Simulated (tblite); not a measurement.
C₆H₅F₂O (doublet state).
Cartesian coordinates in Å at the GFN2-xTB level; atoms count from 1:
```
atom  x, y, z in Å
O1     3.5180   -1.3331   -0.7599
C2     2.6054   -0.6095   -0.7105
C3     1.5004    0.0631   -0.5757
F4     1.4201    1.3942   -0.8568
C5     0.1925   -0.5789   -0.1370
C6    -0.9374   -0.2638   -1.0412
C7    -1.5885    0.6343   -0.0596
F8    -2.8982    0.3370    0.2646
C9    -0.5412    0.2017    0.9837
H10    0.3894   -1.6363    0.0577
H11   -1.1319   -0.4814   -2.0713
H12   -1.5878    1.7044   -0.3133
H13    0.0215    1.0100    1.4423
H14   -0.9630   -0.4423    1.7499
```

Level: GFN2-xTB in tblite, geometry and Hessian alike; calculated harmonic values, unscaled, isolated species. Against measured fundamentals such values can be off by several per cent, at times by over 20. One conformer, not necessarily the lowest. Open shells enter through the occupations alone, without spin polarisation, and single modes of such species can be off by tens of per cent.

Harmonic wavenumbers (cm⁻¹): 39.0, 51.6, 132.1, 148.0, 204.1, 271.7, 324.8, 361.6, 365.7, 450.7, 556.4, 580.5, 702.3, 742.3, 906.1, 952.9, 964.3, 1001.5, 1031.5, 1087.9, 1103.0, 1143.6, 1156.6, 1187.4, 1198.7, 1202.9, 1239.7, 1261.1, 1387.0, 1441.9, 2253.1, 2849.8, 2922.8, 3036.6, 3045.9, 3162.9.

A = 4533, B = 824.3, C = 777.5 MHz; mass 131.031 u (most abundant isotopes); point group C1, symmetry number 1; spin multiplicity 2.

Zero-point energy?

Half the sum of the wavenumbers: 20234 cm⁻¹ = 242.05 kJ/mol.

What is S at 200 K and 1 bar for an ideal gas of classical rigid rotors and harmonic oscillators?

Translation 161.36, rotation 116.75, vibration 74.06, spin (R ln 2) 5.76: S = 357.9 J/(mol K).

And Cp and H(200 K) − H(0)?

Cp = 107.38 J/(mol K), of which vibrations give 74.12 (their classical limit is 36 R = 299.3); H(200 K) − H(0) = 14.40 kJ/mol without the zero-point energy, 7.74 from vibrations.

What must be added to the electronic energy to get the Gibbs energy at 200 K and 1 bar?

ZPE + [H(200 K) − H(0)] − T·S = 242.05 + 14.40 − 71.59 = 184.86 kJ/mol.

How do the functions run with temperature in this model?

| T (K) | S (J/(mol K)) | Cp (J/(mol K)) | H − H(0) (kJ/mol) | G − H(0) (kJ/mol) | ln q(vib) |
| --- | --- | --- | --- | --- | --- |
| 50 | 253.0 | 53.8 | 2.14 | -10.51 | 0.69 |
| 100 | 296.4 | 73.3 | 5.32 | -24.32 | 1.88 |
| 298.15 | 406.9 | 139.9 | 26.53 | -94.78 | 6.49 |
| 373.15 | 440.8 | 163.7 | 37.92 | -126.58 | 8.16 |
| 500 | 493.6 | 197.2 | 60.91 | -185.91 | 10.91 |
| 750 | 582.7 | 240.9 | 116.17 | -320.83 | 16.02 |
| 1000 | 655.9 | 267.2 | 179.93 | -475.92 | 20.66 |

q(vib) and H(0) count from the zero-point level.

Which modes carry the vibrational entropy at 200 K?

39.0 cm⁻¹: 18.91; 51.6 cm⁻¹: 16.60; 132.1 cm⁻¹: 9.04; 148.0 cm⁻¹: 8.18; 204.1 cm⁻¹: 5.83; 271.7 cm⁻¹: 3.95 J/(mol K); the other 30 give 11.55 together.

Blend soft modes into free rotors: weight 1/[1 + (100 cm⁻¹/ν̃)⁴] for the oscillator and the rest for a rotor with moment μB/(μ + B), μ = h/(8π²ν), B = 10⁻⁴⁴ kg m². What vibrational entropy results?

66.41 J/(mol K) in place of 74.06, which changes −T·S at 200 K by +1.53 kJ/mol.

Hindered rotation and anharmonicity are outside this model. Other conformers, if any are populated, would add a mixing term that is left out. The structure is chiral; the term R ln 2 for an equal mix with its mirror image is left out.
